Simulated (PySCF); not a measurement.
## Exact mass, isotope pattern and composition

Species: `C=CCB[AsH2]`.

Calculated for natural abundance.

Q: Molar mass and exact mass?

A: For C3H8AsB, with standard atomic weights, 3 × 12.011 + 1 × 10.810 + 1 × 74.922 + 8 × 1.008 = 129.829 g/mol. From the most abundant isotopes (12C, 11B, 75As, 1H), 3 × 12.000000 + 1 × 11.009305 + 1 × 74.921597 + 8 × 1.007825 = 129.9935 u.

Q: Give the isotope pattern of the molecular ion M+•, merging species of the same nominal mass.

A: 
```tsv
nominal mass	m/z (centroid)	relative intensity
129	128.9966	24.6
130	129.9930	100.0
131	130.9964	3.3
```

Cut off at 0.1 %. One electron mass, 0.00055 u, is taken off. Abundances used (%; other tables differ somewhat): 12C 98.93, 13C 1.07; 10B 19.9, 11B 80.1; 1H 99.9885, 2H 0.0115.

Q: Protons, neutrons, electrons, and exact less nominal mass of the monoisotopic species?

A: 64 protons, 66 neutrons and 64 electrons; 129.9935 − 130 = -0.0065 u.

Q: Elemental analysis, calculated?

A: C 27.75 %, B 8.33 %, As 57.71 %, H 6.21 %.

Q: What share of all molecules is the monoisotopic species?

A: 0.9893^3 × 0.801 × 1 × 0.999885^8 = 77.48 %.

Q: Resolve the fine structure: one atom at a time replaced by a minor isotope.

A: Intensity in % of the monoisotopic species:

| isotope | mass shift (u) | m/z | intensity (%) |
| --- | --- | --- | --- |
| 10B | -0.99637 | 128.9966 | 24.84 |
| 13C | +1.00335 | 130.9963 | 3.24 |
| 2H | +1.00628 | 130.9992 | 0.09 |

Species under 0.02 % are left out.

Q: Which m/z would the protonated, sodiated and deprotonated molecule have?

A: [M+H]+ 131.0008, [M+Na]+ 152.9827, [M−H]− 128.9862, for the monoisotopic species (arithmetic only; whether such ions form is another matter).
